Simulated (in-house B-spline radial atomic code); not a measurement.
The numbers below are computed, except where a source is named.
Building a PAW s channel for Ga, r_c = 1.93 bohr

Ga, [Ar] 3d10 4s2 4p1, non-relativistic LDA (VWN5), spherical and spin-unpolarised, from a B-spline radial code for spherical atoms (atomic units; all potentials screened as in the neutral atom).

Two all-electron partial waves φ1, φ2 are integrated outwards at E1 = ε(4s) = -0.328019 and E2 = E1 + 2 hartree; φ1 is the bound orbital and φ2 has unit norm inside r_c = 1.9337 bohr. Smooth partners are polynomials, r^1(a0 + a1 r² + a2 r⁴ + a3 r⁶), matched to φ and three derivatives at r_c, with no condition on the norm. The local potential is -5.63796 + (3.62014) r² + (-0.993004) r⁴ + (0.10068) r⁶ inside 1.5832 bohr and the all-electron one outside.

| wave | φ(r_c) | φ'(r_c) | a0 | a1 | a2 | a3 |
| --- | --- | --- | --- | --- | --- | --- |
| 1 | 0.7097549 | -0.01200897 | 0.4052977 | 0.06667288 | -0.03031478 | 0.002606992 |
| 2 | 0.02302329 | 2.862236 | -2.334628 | 0.8271624 | -0.04088261 | -0.003344306 |

Inside r_c the overlaps are <φi φj> = [[0.35702, -0.50794], [-0.50794, 1.00000]] and, for the smooth waves, [[0.42390, -0.81632], [-0.81632, 2.33550]]. With χj = (Ej − T − V_local) applied to smooth wave j, the program's quadrature gives the matrix B_ij = <smooth i, χj> as [[0.46614, -2.19901], [-1.58225, 7.77983]].

**Question.** Check the match of the first wave, and find the augmentation charges q_ij.

**Answer.** At r_c the four terms are 0.78372, 0.48208, -0.81960, 0.26355, which sum to 0.7098, φ1(r_c) to rounding. q_ij is the all-electron overlap less the smooth one: [[-0.06688, 0.30838], [0.30838, -1.33550]]. The smooth first wave has a norm of 0.4239 inside r_c against 0.3570, so q11 is negative and must stay small enough for the overlap operator to be positive.

**Question.** B isn't symmetric. Show that D_ij = B_ij + Ej q_ij is.

**Answer.** Integrating by parts gives B12 − B21 = (E1 − E2) q12: -2.19901 − (-1.58225) = -0.61676, and −2 × (0.30838) = -0.61676. So D12 = -2.19901 + (1.671981)(0.30838) = -1.68340 and D21 = -1.58225 + (-0.328019)(0.30838) = -1.68340; D11 = 0.48808, D22 = 5.54690. The projectors, p = (B⁻¹)ᵀ χ, are dual to the smooth waves; det B = 0.15.

Solving (T + V_local + Σ p D p) ψ = E (1 + Σ p q p) ψ in a sphere of 9 bohr, whose wall lifts the free-atom level a little, gives these levels:

```csv
all-electron,one projector,two projectors
-0.327978,-0.327978,-5.089140
0.043345,0.042151,-0.327978
0.358174,0.347711,0.043344
0.834006,0.730549,0.358168
1.458080,1.001380,0.833998
```

**Question.** What does the second projector gain?

**Answer.** With one projector the errors are 0.00, -1.19, -10.46, -103.46 millihartree, and the level at 1.0014 is out of step with the all-electron series: an extra state, or one far too low, so the pairing ends there. With two a ghost lies below the reference level, so the set fails. The lowest eigenvalue of the overlap operator is 0.6388 with one and 0.01443 with two projectors. The smooth orbital alone needs a cutoff of 4.74 hartree for 1 millihartree of kinetic energy, against 12.7 for a norm-conserving Troullier-Martins orbital of the same radius, which is no gain while the set fails.
